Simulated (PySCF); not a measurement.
(Z)-1,2-difluoroethene (C2H2F2), SMILES F/C=C\F. Atoms are numbered in the order given.

```xyz
6

F      0.0000     1.3928    -0.5468
C      0.0000     0.6659     0.5708
C      0.0000    -0.6659     0.5708
F      0.0000    -1.3928    -0.5468
H      0.0000     1.2468     1.4962
H      0.0000    -1.2468     1.4962
```

Geometry: B3LYP-D3(BJ)/def2-SVP.

Two levels are set side by side: PBE/pcJ-1 (PySCF) and PBE0/pcJ-1 (PySCF). One-bond couplings, all four terms, same geometry. Isotopes: 13C, 19F, 1H. Differences are taken from unrounded values.

```csv
quantity,PBE0,PBE,PBE minus PBE0
"¹J(F1,C2) (Hz)",-337.7,-360.5,-22.8
"¹J(C2,C3) (Hz)",106.3,96.9,-9.4
"¹J(C3,F4) (Hz)",-337.6,-360.5,-22.9
"¹J(C2,H5) (Hz)",200.0,192.0,-8.0
"¹J(C3,H6) (Hz)",200.0,192.0,-8.0
```

Rough cost on one machine, each run with all the roots and properties that it gave: PBE0 against PBE about 2 times.
